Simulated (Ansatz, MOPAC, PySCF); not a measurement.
Dimer: HCl (SMILES Cl) (first 2 atoms) with CH4O (SMILES CO); geometry from B3LYP-D3(BJ)/def2-TZVP.
(charge 0, multiplicity 1):
```xyz
8

Cl     0.6626    -0.2654     0.2514
H     -0.0003    -0.3857     1.3778
C      0.1699     0.1322     3.9273
O     -0.7589    -0.3981     2.9755
H      0.4391     1.1652     3.6933
H      1.0623    -0.4866     3.8660
H     -0.2335     0.0762     4.9408
H     -1.5639     0.1311     2.9862
```

Interaction energies are E(AB) − E(A) − E(B) at the monomers' geometry in the complex; basis-set methods are counterpoise corrected. Rows marked so take none.

Rows in 3-21G, STO-3G carry no dispersion term and start afresh at each structure. The state reached by PM3 isn't checked.

Programs: Ansatz (Gaussian basis) for Hartree–Fock, density functionals and correlated methods; MOPAC for PM3 (differences of heats of formation); PySCF for 3-21G rows, STO-3G rows, the dispersion terms. Each number belongs to the level named beside it.

Question: One of these levels gives -68.7 kJ/mol for the interaction energy. Which?
A. HF/STO-3G (no counterpoise)
B. B3LYP/3-21G (no counterpoise)
C. PM3
D. r2SCAN-D3(BJ)/def2-TZVPPD

Answer: B, B3LYP/3-21G (no counterpoise). The others give -22.4 (PM3), -44.9 (HF/STO-3G (no counterpoise)), -33.0 (r2SCAN-D3(BJ)/def2-TZVPPD)

Ansatz is a quantum-chemistry and plane-wave program.
